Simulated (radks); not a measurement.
Question: The mean radii <r> (bohr) of the occupied orbitals of an atom or ion are listed with their occupations. All-electron calculation, Dirac Kohn-Sham, PW91, spin-unpolarised, spherical densities, finite nucleus; Fermi nuclear charge, rms radius of each element as measured or else 0.836 A^(1/3) + 0.57 fm. Program: a radial shooting solver on a logarithmic mesh with Libxc functionals.

| orbital | occ. | <r> |
|---|---|---|
| 1s1/2 | 2 | 0.03185 |
| 2s1/2 | 2 | 0.1380 |
| 2p1/2 | 2 | 0.1171 |
| 2p3/2 | 4 | 0.1221 |
| 3s1/2 | 2 | 0.3791 |
| 3p1/2 | 2 | 0.3712 |
| 3p3/2 | 4 | 0.3820 |
| 3d3/2 | 4 | 0.3556 |
| 3d5/2 | 6 | 0.3591 |
| 4s1/2 | 2 | 0.9466 |
| 4p1/2 | 2 | 1.022 |
| 4p3/2 | 4 | 1.055 |
| 4d3/2 | 4 | 1.569 |
| 4d5/2 | 6 | 1.606 |

Name the element and its charge. Open shells, if any, fill j = l - 1/2 first.

Answer: Z = 46, palladium, charge 0: Pd in [Kr] 4d10. The 1s radius gives Z: for a bare nucleus <r> = (2 gamma + 1)/(2Z) with gamma = sqrt(1 - (Z/c)^2), 0.03135 bohr for Z = 46, and screening makes it slightly larger (0.03185 here). The occupations add up to 46, and the charge is Z minus that.
